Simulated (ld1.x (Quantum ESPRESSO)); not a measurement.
**Before and after: TM potential for bismuth**

- Element: bismuth (Bi)
- Generator: ld1.x (Quantum ESPRESSO) 7.5
- Type: norm-conserving Troullier–Martins (Kleinman–Bylander form)
- Functional: PBEsol
- Relativity: scalar-relativistic
- Frozen core: [Xe] 4f14 5d10
- Valence charge: 5
- Reference configuration: 6s2 6p2 (charge +1)
- Partial waves: 6s (bound): rc 1.85 bohr; 6p (bound): rc 1.90 bohr; 6d channel at 0.1 Ry: rc 1.55 bohr
- Local potential: all-electron potential smoothed inside 1.20 bohr (lloc = -1)
- Core correction: a·sin(br)/r model core inside 1.40 bohr

Change: core correction none.

Cutoffs: the cutoffs (Ry, on a coarse ladder) from which the occupation-weighted sum of valence levels, in a spherical-Bessel basis at the reference potential, stays within 10 and 1 mRy of its value at 400 Ry; they do not see the model core or the augmentation charge, which bear on the density cutoff. Errors are all-electron minus pseudo energies relative to the spin-unpolarised reference configuration.

Task: Predict the effect on cutoff, ghosts and configuration errors.

Result: The potential gets neither clearly harder nor softer (30 Ry and 55 Ry → 30 Ry and 55 Ry); both files keep a bound ghost (d, p, s); of the 7 tests that both files solve, the error grows in 1 and shrinks in 5 by more than 15 % and 0.3 meV (median size 32.1 → 9.4 meV).

| quantity | base | changed |
| --- | --- | --- |
| cutoff, loose | 30 Ry | 30 Ry |
| cutoff, tight | 55 Ry | 55 Ry |
| bound ghosts | s, p, d | s, p, d |
| error for 6s2 6p3, meV [ΔE -7.95 eV] | -3.8 | +2.6 |
| error for 6s2 6p1, meV [ΔE 15.29 eV] | -32 | -8.3 |
| error for 6s2 6p0, meV [ΔE 38.65 eV] | -174 | +9.4 |
| error for 6s2 6p3.3, meV [ΔE -9.05 eV] | -5.5 | +3.3 |
| error for 6s0 6p5, meV [ΔE 12.63 eV] | -68 | +115 |
| error for 6s1 6p3, meV [ΔE 10.86 eV] | -28 | +25 |
| error for 6s1 6p0, meV [ΔE 84.13 eV] | -721 | +121 |
| s: phases at 2.04 bohr within 0.05 rad from the reference energy up to (Ry; the scan ends near 5) | 0.7 | 0.7 |
| p: phases at 2.04 bohr within 0.05 rad from the reference energy up to (Ry; the scan ends near 5) | 0.4 | 0.4 |
| d: phases at 2.04 bohr within 0.05 rad from the reference energy up to (Ry; the scan ends near 5) | 0.7 | 0.7 |

 A true bound ghost makes a file unfit for plane-wave use even where its test errors are small: the radial tests pick states by their node count and pass the ghost by.
